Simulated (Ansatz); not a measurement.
Cost and result for the atomization energy of C2H6AlFSi (`F[CH]1[CH2][Al]1[SiH3]`) (11 atoms, 11 bonds).

```xyz
11

F    -0.302    1.784    2.335
C     0.301    1.461    1.133
C    -0.514    1.714   -0.138
Al    0.131   -0.096    0.001
Si    0.233   -2.398   -0.799
H     1.275    1.956    1.087
H    -0.330    2.610   -0.725
H    -1.590    1.604    0.061
H     0.461   -3.361    0.311
H     1.361   -2.512   -1.765
H    -1.027   -2.761   -1.500
```

Charge 0, multiplicity 1. The structure was optimised at the PBE0-D4/def2-TZVP level. Program: Ansatz. All runs use 4 threads of an Arm Neoverse V1 on a shared host. Times are those of one run each, without the atoms' runs, and a repeat can differ threefold. Electronic energies, without spin–orbit coupling; frozen cores. CCSD(T)/CBS adds CCSD(T) − MP2 in def2-TZVPP to the MP2 limit, and its time is that of the two runs behind it. T1 = 0.014. B3LYP takes the VWN-RPA correlation (the form of Gaussian; ORCA's B3LYP/G).

CCSD(T)/CBS is a level of theory with its own doubt, some kJ/mol a heavy atom from the limit and from the frozen cores, so smaller differences don't rank the functionals.

```
                             level  functions  wall time
   PBE-D4/def2-TZVPP (with forces)        261      2.8 s
                PBE0-D4/def2-TZVPP        261      3.7 s
r2SCAN-D4/def2-TZVPP (with forces)        261        6 s
 B3LYP-D4/def2-TZVPP (with forces)        261        6 s
                 B2PLYP/def2-TZVPP        261        7 s
                ωB97X-V/def2-TZVPP        261      9.5 s
  ωB97M-V/def2-TZVPP (with forces)        261       15 s
                    MP2/def2-QZVPP        491       24 s
                CCSD(T)/def2-TZVPP        261    2.8 min
                 CCSD(T)/CBS(def2)          –    3.2 min
```

Task: What atomization energy does each give, and how far from CCSD(T)/CBS? (An estimate is asked.)

Result: Computed: 
```
                             level  atomization (kcal/mol)  difference from CCSD(T)/CBS  per bond
   PBE-D4/def2-TZVPP (with forces)                   883.2                         16.9       1.5
                PBE0-D4/def2-TZVPP                   868.3                          2.0       0.2
r2SCAN-D4/def2-TZVPP (with forces)                   872.6                          6.3       0.6
 B3LYP-D4/def2-TZVPP (with forces)                   864.2                         -2.1      -0.2
                 B2PLYP/def2-TZVPP                   854.6                        -11.7      -1.1
                ωB97X-V/def2-TZVPP                   871.7                          5.4       0.5
  ωB97M-V/def2-TZVPP (with forces)                   868.0                          1.7       0.2
                    MP2/def2-QZVPP                   867.5                          1.2       0.1
                CCSD(T)/def2-TZVPP                   843.1                        -23.2      -2.1
                 CCSD(T)/CBS(def2)                   866.3                          0.0       0.0
```

In def2-TZVPP, CCSD(T) changes the Hartree–Fock value by +216.7 kcal/mol (the triples alone add +13.4 kcal/mol) and MP2 by +227.2 kcal/mol; breaking electron pairs costs correlation energy, which Hartree–Fock lacks. The D4 term adds +7.5 kcal/mol with B3LYP and +3.9 kcal/mol with PBE0; it sums over pairs of atoms, weighted by their polarisabilities, and B3LYP, whose exchange is more repulsive, gets the larger term. From PBE to PBE0 (25 % exact exchange), in def2-TZVPP and without D4, the atomization energy moves by −14.2 kcal/mol: exact exchange takes away binding that semilocal exchange gives to molecules.
